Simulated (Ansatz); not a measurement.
GeH2MeF (CH5FGe), relaxed as a singlet with RKS r2SCAN-D4/def2-TZVP in Ansatz, starting from the GFN2-xTB geometry. Force threshold 0.02 eV/Å.

Start:

| atom | x (Å) | y (Å) | z (Å) |
| --- | --- | --- | --- |
| Ge1 | 0.3466 | 0.7088 | 0.4351 |
| H2 | -0.5776 | 1.6220 | 1.1938 |
| H3 | 1.4840 | 1.4642 | -0.1957 |
| C4 | -0.4856 | -0.7059 | -0.6423 |
| H5 | -1.0815 | -0.2940 | -1.4502 |
| H6 | -1.1282 | -1.3136 | -0.0092 |
| H7 | 0.2836 | -1.3460 | -1.0678 |
| F8 | 1.1588 | -0.1355 | 1.7363 |

(1) Estimate the energy that the relaxation releases and the steps that it takes.

(2) Does the start keep its bonding?

(3) Predict the relaxed structure.

Results:

(1) 0.06 eV, in 5 steps; 9.5 s on 4 threads of Arm Neoverse V1 on a shared host. No frequencies were taken in this run, so the end may be a saddle point.

(2) By distances, no bond broke or formed. The bond that changes most is Ge1–H3, from 1.50 to 1.54 Å (atoms count from 1).

(3) 
```xyz
8

Ge    0.365    0.674    0.466
H    -0.640    1.601    1.165
H     1.453    1.466   -0.271
C    -0.472   -0.693   -0.622
H    -1.036   -0.239   -1.439
H    -1.153   -1.285   -0.010
H     0.290   -1.350   -1.042
F     1.193   -0.173    1.753
```
Bond lengths: 1 × F–Ge 1.75 Å; 1 × C–Ge 1.94 Å; 3 × C–H 1.09 Å; 2 × Ge–H 1.54 Å.
